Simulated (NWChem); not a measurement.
**Lowest excitation of CCl$_{2}$**

```xyz
3

Cl     1.4022     0.0000     0.1491
C      0.0000     0.0000    -0.8450
Cl    -1.4022     0.0000     0.1491
```
Charge 0, spin multiplicity 1.

All runs are NWChem calculations. All single points use one geometry, from PBE0/def2-SVP, a minimum by its harmonic frequencies.

Basis set: aug-cc-pVDZ. CR-EOMCCSD(T) is the triples correction to the same EOM-CCSD root.

The correlated methods keep 11 core orbitals frozen. B3LYP has NWChem's definition, with VWN1-RPA local correlation. The structure started from a generated list of species. Coupled-cluster values serve here as a point of comparison, not as the truth.

**Question.** For the lowest vertical singlet excitation energy, CIS gives 2.72 eV and TD-LDA (SVWN5) gives 2.36 eV. What do TD-PBE, CR-EOMCCSD(T), TD-B3LYP give?

**Answer.** TD-PBE: 2.46 eV; CR-EOMCCSD(T): 2.54 eV; TD-B3LYP: 2.47 eV.
